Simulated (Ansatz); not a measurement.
This geometry of BF2H4N (8 atoms, charge 0, multiplicity 1) is a first-order saddle point.

Level of theory: Ansatz 0.2.0, RKS PBE-D4/def2-SVP.

```xyz
8
Properties=species:S:1:pos:R:3
B 0.051 -0.409 -0.025
F -0.319 0.271 1.647
H 1.069 0.171 -0.346
F -1.089 -0.205 -0.716
N 0.155 -1.751 0.668
H -0.571 -2.433 0.425
H 1.078 -2.195 0.690
H -0.163 -0.789 1.689
```

Problem. Which two structures does it join? (They come from a converged band through this point; their orientation in space is the band's.)

Solution. Bonds broken: B1–F2, N5–H8. Bonds formed: F2–H8. BF2H4N becomes BFH3N + FH.

First end point:

```xyz
8
Properties=species:S:1:pos:R:3
B 0.032 -0.118 0.161
F 0.209 0.675 1.284
H 0.964 -0.103 -0.653
F -1.239 -0.031 -0.385
N 0.061 -1.691 0.801
H -0.087 -2.393 0.062
H 0.962 -1.885 1.261
H -0.691 -1.793 1.502
```

Last end point:

```xyz
8
Properties=species:S:1:pos:R:3
B 0.095 -0.563 -0.335
F -0.395 0.225 2.277
H 1.065 0.139 -0.525
F -1.087 -0.251 -0.878
N 0.190 -1.741 0.460
H -0.568 -2.429 0.477
H 1.101 -2.123 0.719
H -0.189 -0.596 1.839
```

Problem. How far does it lie above each of them?

Solution. 1.27 eV above the first and 0.23 eV above the second. This is the barrier of this one path; another mechanism may lie lower. The orbitals stay closed-shell, which can raise the energy where a bond breaks towards radicals; this wasn't checked here.

Run time: 120 s on 1 thread of Arm Neoverse V1 (shared host), peak memory 0.13 GiB.
